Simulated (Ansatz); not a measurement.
Basis sets compared for Si(eta1-allyl)Me3 (C6H14Si). Total charge 0; singlet. Geometry PBE-D4/def2-SVP. Ansatz on 2 threads of AMD EPYC 7R13 on a shared host and a share (18 GiB) of an NVIDIA H100 80GB HBM3; times are rough, and most runs start from earlier orbitals.

```tsv
atom	x (Å)	y (Å)	z (Å)
Si1	-0.5933	-0.3488	0.2533
C2	1.3194	-0.2958	0.4045
C3	1.9594	0.3759	-0.7691
C4	2.4124	1.6445	-0.8096
H5	1.6745	-1.3447	0.5092
H6	1.5629	0.2318	1.3523
H7	2.0151	-0.2256	-1.6959
H8	2.3844	2.2952	0.0808
H9	2.8335	2.0745	-1.7314
C10	-1.2863	-1.3512	1.7035
H11	-0.9080	-2.3944	1.6883
H12	-2.3947	-1.3937	1.6654
H13	-0.9998	-0.9007	2.6763
C14	-1.0710	-1.1684	-1.3858
H15	-2.1739	-1.2309	-1.4916
H16	-0.6669	-2.1998	-1.4553
H17	-0.6821	-0.5909	-2.2494
C18	-1.2460	1.4250	0.3058
H19	-0.7637	2.0397	-0.4816
H20	-1.0324	1.9010	1.2852
H21	-2.3434	1.4573	0.1451
```

Binding counts from free atoms (Si triplet, C triplet, H doublet) in the same basis, without a counterpoise term.

| level | functions | energy (Eh) | HOMO (eV) | LUMO (eV) | binding per atom (eV) | wall time |
| --- | --- | --- | --- | --- | --- | --- |
| PBE-D4/def2-SVP | 172 | -525.8345 | -5.60 | -0.49 | 4.18 | 1.7 s |
| PBE0-D4/def2-SVP | 172 | -525.9133 | -6.73 | 0.51 | 4.14 | 1.9 s |

(1) Estimate the rows for PBE-D4/def2-TZVP (with forces), PBE0-D4/def2-TZVP.

Results:

(1) 
| level | functions | energy (Eh) | HOMO (eV) | LUMO (eV) | binding per atom (eV) | wall time |
| --- | --- | --- | --- | --- | --- | --- |
| PBE-D4/def2-TZVP (with forces) | 307 | -526.1976 | -5.70 | -0.71 | 4.15 | 3.5 s |
| PBE0-D4/def2-TZVP | 307 | -526.2678 | -6.78 | 0.28 | 4.11 | 3.3 s |
